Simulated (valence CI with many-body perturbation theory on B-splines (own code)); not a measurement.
Energy levels of Ru39+

Computed by valence CI with perturbative core correlation (CI+MBPT): three valence electrons over a frozen Dirac-Fock core [He], radial functions for each j: 11 s, 11 p, 10 d, 8 f, 5 g, 2 h, with the one-electron correlation potential Σ1 (screened to all orders), the two-electron term Σ2, the three-electron term Σ3, Breit, model QED; selected single and double excitations, second order for the rest, scaled by the run's own slope (own B-spline code, finite nucleus).

The last digits are not significant, and no measured levels were compared; by estimate large intervals hold to a few tenths of a per cent, small ones and those within an open d or f shell to about a per cent.

Levels 1 to 45 of 203, with energies above the lowest level, (2s^2 2p1/2) J=1/2. "Leading %" is the weight of the configuration and term that name the level; weights of strongly mixed levels are sums over their largest components and can fall short, so below about 35 % the name and the second component can differ from the true leading terms, or belong to a minority configuration. In the jj column 3d3/2^4 stands for four electrons in 3d with j = 3/2. Lifetimes count E1, E2, E3, M1 and M2 decay at the calculated energies, and are blank where another channel may lead or the interval is too uncertain; long ones can be off by a factor of two.

| No. | Configuration | Term | J | E (× 10³ cm⁻¹) | Leading % | Second component | Lifetime | g | Leading jj |
| --- | --- | --- | --- | --- | --- | --- | --- | --- | --- |
| 1 | 2s2 2p | 2P° | 1/2 | 0.00 | 99 |  |  | 0.650 | 2s^2 2p1/2 (99 %) |
| 2 | 2s 2p2 | 4P | 1/2 | 962.95 | 69 | 22 % 2s 2p2 2S | 245 ps | 2.326 | 2s 2p1/2^2 (93 %) |
| 3 | 2s2 2p | 2P° | 3/2 | 1180.5 | 98 |  | 59.0 ns | 1.322 | 2s^2 2p3/2 (98 %) |
| 4 | 2s 2p2 | 4P | 3/2 | 1864.9 | 95 |  | 1.80 ns | 1.681 | 2s 2p1/2 2p3/2 (99 %) |
| 5 | 2s 2p2 | 4P | 5/2 | 2065.0 | 53 | 47 % 2s 2p2 2D | 441 ps | 1.399 | 2s 2p1/2 2p3/2 (96 %) |
| 6 | 2s 2p2 | 2D | 3/2 | 2390.5 | 73 | 26 % 2s 2p2 2P | 6.29 ps | 0.937 | 2s 2p1/2 2p3/2 (98 %) |
| 7 | 2s 2p2 | 2P | 1/2 | 2424.7 | 73 | 20 % 2s 2p2 4P | 4.09 ps | 1.152 | 2s 2p1/2 2p3/2 (92 %) |
| 8 | 2s 2p2 | 2D | 5/2 | 3197.1 | 53 | 47 % 2s 2p2 4P | 27.4 ps | 1.376 | 2s 2p3/2^2 (96 %) |
| 9 | 2p3 | 2P° | 3/2 | 3464.0 | 41 | 34 % 2p3 4S° | 5.93 ps | 1.419 | 2p1/2^2 2p3/2 (97 %) |
| 10 | 2s 2p2 | 2S | 1/2 | 3662.2 | 71 | 18 % 2s 2p2 2P | 4.94 ps | 1.820 | 2s 2p3/2^2 (97 %) |
| 11 | 2s 2p2 | 2P | 3/2 | 3671.7 | 72 | 24 % 2s 2p2 2D | 3.05 ps | 1.213 | 2s 2p3/2^2 (97 %) |
| 12 | 2p3 | 4S° | 3/2 | 4458.8 | 51 | 48 % 2p3 2D° | 3.68 ps | 1.408 | 2p1/2 2p3/2^2 (98 %) |
| 13 | 2p3 | 2D° | 5/2 | 4590.1 | 100 |  | 4.57 ps | 1.187 | 2p1/2 2p3/2^2 (100 %) |
| 14 | 2p3 | 2P° | 1/2 | 4836.9 | 99 |  | 2.97 ps | 0.650 | 2p1/2 2p3/2^2 (99 %) |
| 15 | 2p3 | 2P° | 3/2 | 5860.6 | 57 | 28 % 2p3 2D° | 2.52 ps | 1.272 | 2p3/2^3 (99 %) |
| 16 | 2s2 3s | 2S | 1/2 | 26476 | 97 |  | 36.8 fs | 1.996 | 2s^2 3s (97 %) |
| 17 | 2s2 3p | 2P° | 1/2 | 26824 | 94 |  | 753 fs | 0.670 | 2s^2 3p1/2 (94 %) |
| 18 | 2s2 3p | 2P° | 3/2 | 27143 | 77 | 12 % 2s 2p 3s 4P° | 172 fs | 1.374 | 2s^2 3p3/2 (77 %) |
| 19 | 2s 2p 3s | 4P° | 1/2 | 27157 | 88 | 8 % 2s 2p 3s 2P° | 39.6 fs | 2.437 | 2s 2p1/2 3s (98 %) |
| 20 | 2s 2p 3s | 4P° | 3/2 | 27303 | 59 | 20 % 2s 2p 3s 2P° | 39.9 fs | 1.560 | 2s 2p1/2 3s (76 %) |
| 21 | 2s 2p 3s | 2P° | 1/2 | 27391 | 93 | 5 % 2s 2p 3s 4P° | 54.3 fs | 0.747 | 2s 2p1/2 3s (96 %) |
| 22 | 2s2 3d | 2D | 3/2 | 27452 | 91 |  | 4.59 fs | 0.811 | 2s^2 3d3/2 (91 %) |
| 23 | 2s 2p 3p | 4D | 1/2 | 27453 | 73 | 20 % 2s 2p 3p 2P | 52.8 fs | 0.246 | 2s 2p1/2 3p1/2 (99 %) |
| 24 | 2s2 3d | 2D | 5/2 | 27558 | 97 |  | 5.45 fs | 1.196 | 2s^2 3d5/2 (97 %) |
| 25 | 2s 2p 3p | 4D | 3/2 | 27576 | 48 | 19 % 2s 2p 3p 2D | 80.9 fs | 1.148 | 2s 2p1/2 3p1/2 (90 %) |
| 26 | 2s 2p 3p | 4P | 1/2 | 27732 | 56 | 21 % 2s 2p 3p 2S | 41.7 fs | 2.085 | 2s 2p1/2 3p1/2 (96 %) |
| 27 | 2s 2p 3p | 4P | 3/2 | 27857 | 29 | 25 % 2s 2p 3p 4D | 41.5 fs | 1.420 | 2s 2p1/2 3p3/2 (99 %) |
| 28 | 2s 2p 3p | 2P | 1/2 | 27956 | 45 | 16 % 2s 2p 3p 4P | 13.8 fs | 1.236 | 2s 2p1/2 3p3/2 (89 %) |
| 29 | 2s 2p 3p | 4D | 5/2 | 27977 | 57 | 25 % 2s 2p 3p 2D | 359 fs | 1.359 | 2s 2p1/2 3p3/2 (94 %) |
| 30 | 2s 2p 3p | 2D | 3/2 | 28005 | 49 | 19 % 2s 2p 3p 4S | 18.1 fs | 1.240 | 2s 2p1/2 3p3/2 (96 %) |
| 31 | 2s 2p 3d | 4F° | 3/2 | 28065 | 76 | 14 % 2s 2p 3d 2D° | 25.0 fs | 0.538 | 2s 2p1/2 3d3/2 (99 %) |
| 32 | 2s 2p 3d | 4F° | 5/2 | 28170 | 67 | 15 % 2s 2p 3d 4D° | 16.5 fs | 1.068 | 2s 2p1/2 3d3/2 (68 %) |
| 33 | 2s 2p 3d | 4P° | 5/2 | 28231 | 39 | 18 % 2s 2p 3d 2D° | 6.02 fs | 1.385 | 2s 2p1/2 3d5/2 (70 %) |
| 34 | 2s 2p 3d | 4D° | 1/2 | 28270 | 63 | 26 % 2s 2p 3d 2P° | 3.45 fs | 0.373 | 2s 2p1/2 3d3/2 (93 %) |
| 35 | 2s 2p 3d | 4D° | 3/2 | 28273 | 41 | 25 % 2s 2p 3d 4P° | 4.39 fs | 1.279 | 2s 2p1/2 3d3/2 (81 %) |
| 36 | 2s 2p 3d | 4F° | 7/2 | 28332 | 48 | 27 % 2s 2p 3d 4D° | 6.60 fs | 1.257 | 2s 2p1/2 3d5/2 (95 %) |
| 37 | 2s 2p 3s | 4P° | 5/2 | 28339 | 84 | 7 % 2s 2p 3d 2F° | 35.9 fs | 1.508 | 2s 2p3/2 3s (84 %) |
| 38 | 2s 2p 3d | 2D° | 3/2 | 28412 | 48 | 39 % 2s 2p 3d 2P° | 6.31 fs | 1.017 | 2s 2p1/2 3d5/2 (78 %) |
| 39 | 2s 2p 3d | 2F° | 5/2 | 28422 | 57 | 14 % 2s 2p 3d 4P° | 6.91 fs | 1.072 | 2s 2p1/2 3d5/2 (86 %) |
| 40 | 2s 2p 3s | 2P° | 3/2 | 28451 | 81 | 18 % 2s 2p 3s 4P° | 31.1 fs | 1.391 | 2s 2p3/2 3s (98 %) |
| 41 | 2p2 3s | 4P | 1/2 | 28470 | 52 | 22 % 2p2 3s 2S | 45.4 fs | 2.038 | 2p1/2^2 3s (90 %) |
| 42 | 2s 2p 3p | 4P | 3/2 | 28715 | 49 | 21 % 2s 2p 3p 4S | 53.9 fs | 1.626 | 2s 2p3/2 3p1/2 (99 %) |
| 43 | 2p2 3p | 4D° | 1/2 | 28717 | 39 | 37 % 2p2 3p 2P° | 36.7 fs | 0.660 | 2p1/2^2 3p1/2 (88 %) |
| 44 | 2s 2p 3p | 2D | 5/2 | 28737 | 41 | 31 % 2s 2p 3p 4D | 24.9 fs | 1.352 | 2s 2p3/2 3p1/2 (98 %) |
| 45 | 2s 2p 3s | 2P° | 1/2 | 28794 | 87 | 5 % 2s 2p 3s 4P° | 24.5 fs | 0.764 | 2s 2p3/2 3s (89 %) |

The ionisation energy to 2s2 1S_0 of the next ion comes out as 5863.5 eV (NIST: 5861 ± 4 eV (semi-empirical)). All 203 levels together are meant to be complete up to 38491 × 10³ cm⁻¹.
